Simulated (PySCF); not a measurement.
## How methods differ on the ionisation energy of Zr

Zr [Kr] 4d2 5s2 (3F) → Zr⁺ [Kr] 4d2 5s1 (4F), as a difference of total energies. Calculation: PySCF 2.14, in x2c-TZVPall (8s6p6d1f, 63 functions); the spin-free X2C one-electron Hamiltonian (Gaussian nucleus). Correlated levels: valence: [Kr] frozen. The calculations carry no spin-orbit coupling.

```csv
method,ionisation energy (eV)
UHF,5.187
PBE,6.424
LDA,6.727
MP2 (valence),5.978
SCS-MP2 (valence),6.141
```

Q: How much does correlation contribute at MP2 (valence)?

A: 5.978 − (5.187) = 0.791 eV, measured against UHF.

Errors of the correlated levels include the incompleteness of this basis and the frozen core.

MP2 underrates the near-degeneracy of ns² with np² in the lower species.

For comparison: 6.639 eV (measured; NIST levels, between the centres of gravity of the two terms).
